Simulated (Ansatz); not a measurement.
`[F][Nb]([F])([Cl])([Cl])[Cl]` + H–F → `[F][Nb]([F])([F])([Cl])[Cl]` + HCl at 700 K and 1 bar (ligand exchange at the Nb–Cl bond).

Gas-phase electronic energies from Ansatz, PBE0-D4/def2-TZVP geometries. CCSD(T)/CBS adds triple-zeta CCSD(T) − MP2 to the extrapolated MP2 energy (def2 sets, frozen cores). This one scheme is used for every species. Elements past krypton have def2 core potentials. For Nb outer-core shells are correlated without core-valence functions, which leaves a few kJ/mol of doubt a bond.

| species | CCSD(T)/CBS energy (Eh) | H − E (kJ/mol) | S (J/(mol·K)) |
| --- | --- | --- | --- |
| `[F][Nb]([F])([Cl])([Cl])[Cl]` | -1636.10104 | 96.6 | 494.4 |
| H–F | -100.39570 | 45.2 | 198.5 |
| `[F][Nb]([F])([F])([Cl])[Cl]` | -1276.12242 | 97.4 | 487.4 |
| HCl | -460.38127 | 38.4 | 211.8 |

H − E and S are ideal-gas, rigid-rotor, harmonic terms from PBE0-D4/def2-TZVP. 1 Eh = 2625.50 kJ/mol, R = 8.31446 J/(mol·K).

Problem. By hand: ΔE, ΔH, ΔS and ΔG.

Solution. ΔE = (-1276.12242) + (-460.38127) − (-1636.10104) − (-100.39570) = -0.00695 Eh = -18.2 kJ/mol. Δ(H − E) = 97.4 + 38.4 − 96.6 − 45.2 = -6.0, so ΔH = -24.2 kJ/mol. ΔS = 487.4 + 211.8 − 494.4 − 198.5 = 6.3 J/(mol·K). ΔG = -24.2 − 700 × (6.3)/1000 = -28.6 kJ/mol.

Problem. By hand: the equilibrium constant, and the temperature at which ΔG would vanish if ΔH and ΔS stayed fixed.

Solution. log₁₀ K = −ΔG/(RT ln 10) = 2.1. ΔH and −TΔS have one sign here, so there is no such temperature.

The number of gas molecules stays the same, so ΔS is small and ΔH decides. A doubt of 5 kJ/mol in ΔE shifts log₁₀ K by 0.4 here. Modes under 60 cm⁻¹, often nearly free rotors, make the harmonic entropy too high. These are equilibria of isolated gas molecules and say nothing of rates. Largest T1 diagnostic: 0.021 (customary marks: 0.02 for closed shells, 0.045 for open ones).
